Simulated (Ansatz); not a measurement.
O$_{2}$, charge +1, doublet, at a GFN2-xTB geometry (a state made from the parent by changing its charge; the spin is typed, not shown lowest); B3LYP/6-311G** in Ansatz (a first-principles code).

Ansatz was given this input:
Ansatz 0.2 input:
```yaml
crystal:
  periodic: [false, false, false]
  atoms:
    - {symbol: O, position_ang: [-0.00000000, -0.00000000, -0.54957278]}
    - {symbol: O, position_ang: [0.00000000, 0.00000000, 0.54957278]}
basis:
  gaussian:
    orbitals: 6-311G__.json
hamiltonian:
  xc: b3lyp
total_charge: 1
magnetization: {spin_polarized: true, initial_magnetization: 1}
```
The basis file holds 6-311G** in the JSON format of the Basis Set Exchange.

### Question
Write the output that Ansatz gives for this input, abridged.

### Answer

```
Functional definition: B3LYP
322 factors; their error is unknown
mean field evaluation 1: about -4077.6813 eV, gradient 2.2e1 eV
mean field evaluation 2: about -4078.5809 eV, gradient 1.4e1 eV
mean field evaluation 4: about -4079.0908 eV, gradient 1.1e-1 eV
mean field evaluation 8: about -4079.0750 eV, gradient 2.5e-3 eV
mean field -4079.07496638 eV, -149.9032401181 hartree, gradient 1.2e-5 eV, S^2 0.752176; 0 other end points of the search recorded, 0 dependent functions left out
reference -4079.07504507 eV, -149.9032430101 hartree; 8, 7 occupied and 28, 29 virtual orbitals, 322 factors
Total energy: -4079.07504507 eV, -149.9032430101 hartree
```
